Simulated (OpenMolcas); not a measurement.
## Lu I: effect of the IPEA shift

- Program: OpenMolcas 26.06
- Basis: ANO-RCC-VTZP [8s7p5d3f2g1h]
- Scalar Hamiltonian: DKH2, point nucleus
- Active space: 3 electrons in 9 orbitals (RAS2 5d 6s; RAS3 6p, at most 2 electrons)
- State averaging: 2S+1 = 2 even, 30 roots; 2S+1 = 4 even, 13 roots kept (CI in the orbitals of an earlier block); 2S+1 = 2 odd, 33 roots; 2S+1 = 4 odd, 15 roots kept (CI in the orbitals of an earlier block)
- Spin-orbit coupling: RASSI with atomic mean-field integrals over the reference wave functions, term energies averaged over their components

Methods on the same reference wave functions:
A. RASSCF
B. MS-RASPT2, IPEA 0 Eh, imaginary shift 0.1 Eh (closed shells correlated: 5s 5p)
C. MS-RASPT2, IPEA 0.25 Eh, imaginary shift 0.1 Eh (closed shells correlated: 5s 5p)

Energies in cm-1 above 5d 6s2 2D 3/2, the measured ground level; measured values from NIST Handbook of Basic Atomic Spectroscopic Data.

```csv
Level,A,B,C,Measured
5d 6s2 2D 3/2,0.0,0.0,0.0,0.0
5d 6s2 2D 5/2,1868,1854,1856,1994
6s2 6p 2P* 1/2,4793,3850,3850,4136
6s2 6p 2P* 3/2,6703,5790,5780,7476
5d 6s 6p 4F* 3/2,14996,15560,15960,17427
5d 6s 6p 4F* 5/2,15899,16450,16850,18505
5d 6s 6p 4F* 7/2,17288,17890,18280,20433
5d 6s 6p 4D* 1/2,18535,18990,19330,20762
5d 6s 6p 4D* 3/2 [61 %],18829,19150,19550,21195
5d 6s 6p 4F* 9/2,18935,19540,19930,22609
6s 6p2 4P 1/2,19020,19380,19840,
5d 6s 6p 2D* 5/2(1) [61 %],19041,19060,19560,
5d2 6s 4F 3/2,20002,18150,18700,18851
5d 6s 6p 2D* 3/2(1) [55 %],20070,20100,20570,
5d 6s 6p 4D* 5/2 [68 %],20194,20580,20950,22222
6s 6p2 4P 3/2,20300,20560,21040,
5d2 6s 4F 5/2,20650,18820,19370,19403
5d 6s 6p 4D* 7/2,21019,21500,21830,23524
5d 6s 6p 4P* 1/2,21105,21470,21980,24109
6s 6p2 4P 5/2 [73 %],21449,21200,21760,
5d 6s 6p 4P* 3/2,21528,21830,22350,24308
5d2 6s 4F 7/2,21724,19830,20380,20247
5d 6s 6p 4P* 5/2,22546,22850,23370,25192
5d2 6s 4F 9/2,22888,20980,21530,21242
```

Deviations, from unrounded energies. A percentage is the sum of absolute deviations over the sum of measured energies, with the sign that they share, or ± where signs differ.

| Against measurement | Levels | A | B | C |
| --- | --- | --- | --- | --- |
| mean absolute deviation (cm-1) | 18 | 2000 | 1600 | 1300 |
| fine structure of the ground term (%) | 1 | -6.3 | -7.0 | -6.9 |
| other configurations (%) | 17 | ±11.0 | -8.6 | ±6.8 |

C lies closest to measurement on these levels and A furthest from it. The largest miss of C in the table is 5d 6s 6p 4F* 9/2, by -2700 cm-1. The ranking rests on the paired levels alone, and a cruder setting can come out closer through cancelling errors.

Between B and C the level of the table that moves most is 6s 6p2 4P 5/2 [73 %], by 560 cm-1 (lowest in B, highest in C). Moves below CASPT2's spread within the term are not significant.

The mean deviations of B to C differ by less than CASPT2's widest spread within a term (590 cm-1), so their order carries little weight.

The lowest spin-free term lies below A's lowest term by 0.208 hartree in B, 0.206 hartree in C.

Term energies are means over components that CASPT2 splits; among the terms shown or strongly mixed into the levels shown the widest spread is 590 cm-1 (5d2 6s 4F, B). Terms from blocks run as CI alone lack orbitals of their own. A single d shell beside an s shell can misplace configurations of different d count against each other. Without dynamic correlation excited terms often stand tens of per cent too high (terms of higher spin than the ground term too low), and those without a measured partner can miss by more than the paired ones (holds for A). The CASPT2 spread within a term exceeds the gap to the next term for 5d 6s 6p 2D*(1) and 5d2 6s 4F, so the order of their levels is uncertain, and so are names and mixing where such terms share a J (holds for B). Computed and measured levels are paired by configuration, term and J; levels that our copy of the source lacks, or whose pairing is in doubt (as where it misses far off the trend of its configuration), stay unpaired and out of the deviations. Only configurations of the active space appear. The table leaves out levels that lie high or whose names do not pair safely across all columns.

A share in square brackets marks a mixed level and gives the weight of the term that names it, the lowest over the columns. A number in round brackets counts repeated terms of one configuration in the order of the reference energies. * marks odd parity.
